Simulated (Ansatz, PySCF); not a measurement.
Species: C₃H₅Cl, charge 0, multiplicity 1. SMILES: C/C=C/Cl
Structure (B3LYP-D3(BJ)/def2-TZVP (Ansatz, an electronic-structure program) minimum search):
```
C
C 1 1.3231
H 2 1.0812 1 123.80
H 1 1.0847 2 119.00 3 180.00
C 1 1.4957 4 117.58 2 -180.00
H 5 1.0904 1 111.68 4 180.00
H 5 1.0934 6 108.21 1 -122.25
H 5 1.0934 6 108.21 7 -115.50
Cl 2 1.7403 3 112.81 1 180.00
```
Charge 0, spin multiplicity 1.

Quantity: atomisation energy, in kcal/mol. Conventions: dispersion terms only where a functional's name holds one; atomisation electronic, to ground-state atoms; non-relativistic; UHF or UKS for open shells; spin-orbit terms left out; 6-31G* and kin with 6d, 5d where marked; valence correlation only; 6-311+G** with 5d, 6d on Na to Ar in Ansatz. CBS(X,Y): correlation extrapolated as X^-3; Hartree-Fock from the larger set. First-principles rows: single points at B3LYP-D3(BJ) geometries (Ansatz).

Coupled cluster (Ansatz) is a level with limits of its own, used here on species with T1 under 0.025 (0.045 for open shells) and stable references: CCSD(T)/CBS(cc-pV(T+d)Z,cc-pV(Q+d)Z).

Value to compare with, CCSD(T)/CBS(cc-pV(T+d)Z,cc-pV(Q+d)Z) (Ansatz): 838.8 kcal/mol.

| level | program | atomisation energy (kcal/mol) | difference |
|---|---|---|---|
| PBE/STO-3G | Ansatz | 1009.2 | 170.4 |
| BLYP/6-31G* | Ansatz | 831.0 | -7.8 |
| B3LYP/STO-3G | Ansatz | 971.9 | 133.1 |
| B3LYP/6-31G* | Ansatz | 833.7 | -5.1 |
| B3LYP/6-31+G* | Ansatz | 826.6 | -12.2 |
| PBE0/6-31G* | Ansatz | 845.1 | 6.3 |
| PBE0/6-311+G** | Ansatz | 840.2 | 1.4 |
| M06-2X/6-31G* (5d) | PySCF | 840.6 | 1.8 |
| MP2/3-21G | Ansatz | 721.4 | -117.4 |
| MP2/6-31G* | Ansatz | 781.0 | -57.8 |
| PBE/def2-TZVPD | Ansatz | 858.7 | 19.9 |
| B3LYP-D3(BJ)/def2-TZVPD | Ansatz + dftd3 | 840.6 | 1.8 |
| B2PLYP-D3(BJ)/def2-TZVPD | Ansatz + dftd3 | 832.9 | -5.9 |

Among the 10 habitual levels, PBE/STO-3G lies farthest from CCSD(T)/CBS(cc-pV(T+d)Z,cc-pV(Q+d)Z) (Ansatz) (170.4 kcal/mol); 5 of 10 lie above it, and their mean absolute difference is 51.3 kcal/mol, the median 10.0. One case shows no general order.

The levels are drawn from those run, B3LYP/6-31G* more often than the rest, none by its result; left out are runs that failed, that the program found above a lower state of the same kind, or whose <S^2> lies over 0.5 above the pure value.
